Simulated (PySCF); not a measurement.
# NMR problem set

Calculated, not measured (PySCF 2.14.0 with density-fitted response routines): coordinates at the PBE0-D3(BJ)/def2-SVP level, shieldings: GIAO PBE0/pcSseg-1. One averaged value for each set of equivalent atoms, single conformer, non-relativistic Hamiltonian, no solvent model.

Shifts are taken against calculated references (same method and geometry level): TMS for $^{1}$H (σ = 31.27 ppm) and $^{13}$C (σ = 184.41 ppm). Splittings of carbon signals by F and P are missing where no couplings were computed. Where no couplings were computed, multiplicities follow the n + 1 count of equivalent neighbours, and m marks all less simple cases (inequivalent or close neighbours, rings, F or P nearby). Shifts are as computed. Against solution values, carbons near 30 ppm lie about +2 ppm off and those near 130 ppm about +5 ppm; carbons on Cl a further +5 ppm. Of 1313 compounds with measured shifts, 239 miss one by over three times the rms of a fit or turn the order of signals round; such compounds aren't used in these exercises. Carbons bonded to Cl come out too deshielded.

Problem. C7H11PS. $^{1}$H NMR (300 MHz, computed): δ 6.33 (m, 2H), 5.96 (m, 2H), 2.71 (m, 1H), 1.54 (m, 3H), 1.16 (d, 3H). $^{13}$C{$^{1}$H} NMR (computed): δ 150.7 (CH), 131.6 (CH), 37.3 (CH), 28.8 (CH3), 21.2 (CH3). Identify the compound.

Solution. SMILES C[C@H]1C=C[P@@](C)(=S)C=C1. 5 carbon signals for 7 carbons: some carbons are equivalent by symmetry or fast rotation. Carbon types of the structure: 5 × CH, 2 × CH3, which accounts for all hydrogens. δC 150.7, 131.6: alkene CH; as expected for a trigonal carbon in a double bond. δC 37.3: allylic sp3 CH; a saturated carbon with 3 carbon neighbours and no heteroatom attached. δC 21.2: methyl carbon; saturated and bonded to C and H only. δH 2.71: hydrogen on an allylic sp3 CH; allylic position.

This is the structure that produced the data.

Problem. C4H11AlCl3N. $^{1}$H NMR (400 MHz, computed): δ 3.77 (br, 2H), 2.54 (s, 9H). $^{13}$C{$^{1}$H} NMR (computed): δ 119.1 (C), 47.9 (CH3). Identify the compound.

Solution. `C[N+](C)(C)[AlH2-][C](Cl)(Cl)Cl`. 2 carbon signals for 4 carbons: some carbons are equivalent by symmetry or fast rotation. Carbon types of the structure: 1 × C, 3 × CH3, leaving 2 H on heteroatoms. δC 119.1: fully substituted sp3 carbon bonded to Al and 3 Cl; 3 electronegative neighbours deshield it. δC 47.9: methyl carbon bonded to N; deshielded by the electronegative neighbour. δH 3.77: hydrogen on an aluminium bonded to C, N. δH 2.54: hydrogen on a methyl carbon bonded to N; its carbon carries N, which withdraws density.

This is the structure that produced the data.
